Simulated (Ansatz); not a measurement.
Total energies of CH₅AlBF, SMILES `FC[BH][AlH2]`.

```xyz
9

F    -0.4891   -0.1593   -1.2525
C    -0.9378   -0.7043    0.0427
B     0.0527   -0.1407    1.0958
Al    1.1448    0.9156   -0.3931
H    -1.9757   -0.3725    0.1381
H    -0.9234   -1.7896   -0.0937
H    -0.0730   -0.4233    2.2478
H     0.7845    2.4330   -0.7129
H     2.4170    0.2411   -1.0722
```

Charge 0, multiplicity 1. The structure was optimised at the PBE0-D4/def2-TZVP level. It is one conformer, not always the lowest. Basis def2-TZVPP, Ansatz.

RPA on PBE orbitals: Hartree–Fock energy of these orbitals -406.78700 Eh, correlation -1.03412 Eh (frozen core).

```json
{"functional": "LDA (SPW92)", "energy without D4 (Eh)": "-405.87327", "D4 term (kJ/mol)": "–"}
{"functional": "BLYP", "energy without D4 (Eh)": "-408.20727", "D4 term (kJ/mol)": "-31.2"}
{"functional": "r2SCAN", "energy without D4 (Eh)": "-408.13600", "D4 term (kJ/mol)": "-3.3"}
{"functional": "B97M-V", "energy without D4 (Eh)": "-408.17344", "D4 term (kJ/mol)": "–"}
{"functional": "r2SCANh", "energy without D4 (Eh)": "-408.12632", "D4 term (kJ/mol)": "-3.5"}
{"functional": "r2SCAN0", "energy without D4 (Eh)": "-408.11278", "D4 term (kJ/mol)": "-3.9"}
{"functional": "CAM-B3LYP", "energy without D4 (Eh)": "-408.19220", "D4 term (kJ/mol)": "-11.9"}
{"functional": "ωB97X-V", "energy without D4 (Eh)": "-408.16168", "D4 term (kJ/mol)": "–"}
{"functional": "B2PLYP", "energy without D4 (Eh)": "-408.01187", "D4 term (kJ/mol)": "–"}
{"functional": "PBE-QIDH", "energy without D4 (Eh)": "-407.83696", "D4 term (kJ/mol)": "–"}
```

(1) Give the same for PBE, revPBE, PBE0, B3LYP, HSE06 (plane-wave form), BHLYP, LC-ωPBE, ωB97M-V. (Estimate.)

B3LYP takes the VWN-RPA correlation (the form of Gaussian; ORCA's B3LYP/G). HSE06 is the plane-wave form, built on full-range PBE exchange. The double hybrids freeze the cores in their second-order part.

Results:

(1) The calculation gave: 
```tsv
functional	energy without D4 (Eh)	D4 term (kJ/mol)
PBE	-407.91138	-14.1
revPBE	-408.14148	-43.6
PBE0	-407.94924	-11.8
B3LYP	-408.28573	-22.8
HSE06 (plane-wave form)	-407.93430	-11.0
BHLYP	-408.17814	-17.6
LC-ωPBE	-408.06604	–
ωB97M-V	-408.16603	–
```

LC-ωPBE has ω = 0.4 bohr⁻¹.
